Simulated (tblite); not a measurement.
C₅H₅O₂ (doublet state).
Structure used (GFN2-xTB), in Å, numbered top down from 1:
```xyz
12
C5H5O2 angstrom
C      2.5166   -0.0240    0.0603
O      1.4580   -0.8356    0.2530
C      0.2294   -0.3575    0.3503
C     -0.9392   -1.0547    0.5595
C     -1.9604   -0.0791    0.5802
C     -1.3569    1.1233    0.3864
O     -0.0162    0.9692    0.2434
H      2.3912    1.0331   -0.0512
H      3.4519   -0.5322   -0.0310
H     -1.0308   -2.1126    0.6807
H     -3.0071   -0.2534    0.7222
H     -1.7353    2.1229    0.3266
```

All values are computed: GFN2-xTB (tblite) harmonic vibrations without scaling, gas phase. The method is semi-empirical: single wavenumbers can be off by several per cent or more. One conformer, not necessarily the lowest. Open shells enter through the occupations alone, without spin polarisation, and single modes of such species can be off by tens of per cent.

Q: How many normal modes are there?

A: 12 atoms, non-linear: 3N − 6 = 30.

Q: What is the point group of the computed structure, and how do the modes divide by symmetry?

A: Cs. The vibrations span 21 a′ + 9 a″.

Q: How many distinct wavenumbers does the calculation give?

A: 30: Cs has no degenerate species.

Q: How many fundamentals are allowed in the infrared by symmetry?

A: 30 of 30: in Cs every mode is allowed. All fundamentals are allowed in the Raman spectrum.

Q: How far is the lowest real mode excited at 500 K, as a harmonic oscillator?

A: 46.9 cm⁻¹ is a vibrational temperature θ of 67 K. The population of v = 1 over v = 0 is exp(−θ/T) = 0.87, and the mean quantum number is 6.9.
